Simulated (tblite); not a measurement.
Compound: C₃H₁₁FSi₃.
Z-matrix (Å and degrees, GFN2-xTB geometry), rows numbered from 1:
```
F 
C   1  1.4074
Si  2  1.9176  1  106.84
C   3  1.9039  2  108.72  1    64.36
C   4  1.5327  3  115.34  2    65.84
Si  5  1.9143  4  114.21  3   -69.45
Si  2  1.9272  1  106.96  3   124.22
H   2  1.0939  1  104.64  3  -117.46
H   3  1.4682  2  107.28  1  -175.56
H   3  1.4658  2  109.18  1   -55.32
H   4  1.0939  3  107.73  2  -172.30
H   4  1.0927  3  109.44  2   -57.62
H   5  1.0935  4  108.79  3   168.66
H   5  1.0928  4  109.07  3    53.52
H   6  1.4720  5  107.14  4   177.83
H   6  1.4716  5  107.57  4   -68.44
H   7  1.4679  2  106.67  1    51.38
H   7  1.4721  2  104.78  1   164.14
```

Calculated harmonic vibrations of the isolated species, GFN2-xTB (tblite), most abundant isotopes, no scaling. This tight-binding method is rough: wavenumbers can miss measured ones by several per cent, in bad cases by 10 to 20. Modes of hydrogen on silicon can be 10 to 20 % off. One conformer, not necessarily the lowest.

Harmonic wavenumbers (cm⁻¹): 60.3, 75.6, 156.4, 168.8, 213.6, 249.6, 292.2, 345.9, 376.4, 441.4, 449.9, 481.7, 544.3, 551.8, 573.1, 590.4, 612.5, 630.9, 693.6, 694.6, 731.9, 756.8, 785.5, 788.8, 804.1, 816.5, 834.9, 965.3, 1061.8, 1069.8, 1079.8, 1157.8, 1256.6, 1285.5, 1304.0, 1483.8, 1494.4, 2167.5, 2178.9, 2189.5, 2212.9, 2230.2, 2250.7, 2914.9, 2938.3, 2941.2, 2963.7, 2967.8.

A = 1609, B = 1408, C = 930.2 MHz; mass 150.015 u (most abundant isotopes); point group C1, symmetry number 1.

What is the zero-point energy?

Half the sum of the wavenumbers: 26918 cm⁻¹ = 322.01 kJ/mol.

Entropy at 298.15 K, 1 bar (ideal gas, RRHO, classical rotation)?

Translation 171.35, rotation 123.06, vibration 120.46: S = 414.9 J/(mol K).

And Cp and H(298.15 K) − H(0)?

Cp = 180.28 J/(mol K), of which vibrations give 147.02 (their classical limit is 48 R = 399.1); H(298.15 K) − H(0) = 30.36 kJ/mol without the zero-point energy, 20.45 from vibrations.

Blend soft modes into free rotors: weight 1/[1 + (100 cm⁻¹/ν̃)⁴] for the oscillator and the rest for a rotor with moment μB/(μ + B), μ = h/(8π²ν), B = 10⁻⁴⁴ kg m². What vibrational entropy results?

113.65 J/(mol K) in place of 120.46, which changes −T·S at 298.15 K by +2.03 kJ/mol.

What must be added to the electronic energy to get the Gibbs energy at 298.15 K and 1 bar?

ZPE + [H(298.15 K) − H(0)] − T·S = 322.01 + 30.36 − 123.70 = 228.67 kJ/mol.

How do the functions run with temperature in this model?

| T (K) | S (J/(mol K)) | Cp (J/(mol K)) | H − H(0) (kJ/mol) | G − H(0) (kJ/mol) | ln q(vib) |
| --- | --- | --- | --- | --- | --- |
| 50 | 244.1 | 50.1 | 1.98 | -10.23 | 0.34 |
| 100 | 286.0 | 73.8 | 5.07 | -23.54 | 1.27 |
| 373.15 | 458.9 | 212.5 | 45.13 | -126.12 | 8.34 |
| 500 | 527.3 | 254.5 | 74.90 | -188.75 | 11.92 |
| 750 | 641.8 | 309.7 | 146.00 | -335.39 | 18.68 |
| 1000 | 736.1 | 344.8 | 228.13 | -507.99 | 24.85 |

q(vib) and H(0) count from the zero-point level.

Hindered rotation and anharmonicity are outside this model. Other conformers, if any are populated, would add a mixing term that is left out. The structure is chiral; the term R ln 2 for an equal mix with its mirror image is left out.
